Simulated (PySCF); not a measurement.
Basis and Hamiltonian dependence of the excitation energy of As

As [Ar] 3d10 4s2 4p3 (4S) → As [Ar] 3d10 4s2 4p2 5s1, s spin flipped. Calculated with PySCF 2.14 from differences of total energies of unrestricted determinants, without spin-orbit coupling. Values in eV.

```csv
basis,Hamiltonian,functions,UHF,LDA,PBE0,MP2 (valence)
aug-cc-pVDZ-PP with ECP10MDF,ECP,32,6.752,6.628,6.732,6.866
ANO-RCC-VTZP,spin-free X2C,43,9.037,8.464,8.685,9.000
aug-cc-pwCVDZ-PP with ECP10MDF,ECP,48,6.743,6.626,6.725,6.862
aug-cc-pVTZ-PP with ECP10MDF,ECP,55,6.543,6.509,6.595,6.779
aug-cc-pVQZ-DK,spin-free X2C,93,6.521,6.545,6.609,6.781
"x2c-QZVPPall with one added diffuse shell each of s, p, d, f type",spin-free X2C,113,6.607,6.604,6.668,6.851
"aug-cc-pVQZ-PP with one added diffuse shell each of s, p, d, f, g type with ECP10MDF",ECP,114,6.336,6.426,6.504,6.655
```

Frozen in the all-electron rows: valence: [Ar] 3d10; with a core potential, the same shells as far as they lie outside it.

At MP2 (valence), ANO-RCC-VTZP lies more than 0.3 eV from the median of the rows with comparable relativity. Of these, ANO-RCC-VTZP has no diffuse functions of the l that the added or promoted electron needs.

In the upper determinant the s electron has its spin opposite to the other open shell, which mixes two multiplicities.
